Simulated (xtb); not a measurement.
Al(H)(OH)(iPr) (C3H9AlO), SMILES C[CH](C)[AlH][OH]. All values are semi-empirical tight-binding results from xtb (GFN2-xTB unless named), good for trends rather than for accurate numbers. Geometry: GFN2-xTB. The structure was generated by enumeration; whether it is a known compound was not checked. One conformer was computed; it need not be the lowest.

For metal compounds this method's bond lengths and energies can be far off.

* **orbital gap**: 4.04 eV
* **zero-point energy**: 69.3 kcal/mol
* **G − E(el) at 298.15 K (modified RRHO)**: 49.0 kcal/mol
